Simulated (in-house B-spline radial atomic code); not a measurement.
Ionisation energies along the 32-electron series, configuration 1s2 2s2 2p6 3s2 3p6 3d10 4s2 4p1/2(2), as differences of self-consistent energies. Dirac energy differences include first-order Breit, QED and recoil terms. NIST's values go from ground level to ground level; the uncertainty of those that are theory runs from under 0.1 % in few-electron ions to several per cent in heavy many-electron ones. Computed with a B-spline radial code for spherical atoms: Dirac-Hartree-Fock, jj configuration that fills j = l - 1/2 first, finite nuclei.

A number in brackets counts the electrons of a j subshell.

```csv
ion,configuration after,ionisation energy (eV),IE/(q+1)² (eV),-ε less Coulomb ΔSCF (eV),Breit and QED recoil part (eV),tabulated value (eV),tabulated kind,computed minus tabulated (eV)
W42+,[Ar] 3d10 4s2 4p1/2(1),2144.6,1.1599,0.43434,-2.8246,2149.1,semi-empirical,-4.5
Re43+,[Ar] 3d10 4s2 4p1/2(1),?,?,?,?,?,tabulated theory,?
Os44+,[Ar] 3d10 4s2 4p1/2(1),2335.7,1.1534,0.44261,-3.1973,2336,tabulated theory,-0.3
Ir45+,[Ar] 3d10 4s2 4p1/2(1),?,?,?,?,?,tabulated theory,?
Pt46+,[Ar] 3d10 4s2 4p1/2(1),2535.9,1.148,0.45122,-3.6064,2536,tabulated theory,-0.1
Au47+,[Ar] 3d10 4s2 4p1/2(1),2639.5,1.1456,0.45566,-3.8255,2640,tabulated theory,-0.5
```

Fill in the row of Re43+.

ionisation energy (eV): 2239.0; IE/(q+1)² (eV): 1.1565; -ε less Coulomb ΔSCF (eV): 0.43844; Breit and QED recoil part (eV): -3.0066; tabulated value (eV): 2240; computed minus tabulated (eV): -1.0.

Fill in the row of Ir45+.

ionisation energy (eV): 2434.6; IE/(q+1)² (eV): 1.1506; -ε less Coulomb ΔSCF (eV): 0.44687; Breit and QED recoil part (eV): -3.3971; tabulated value (eV): 2435; computed minus tabulated (eV): -0.4.
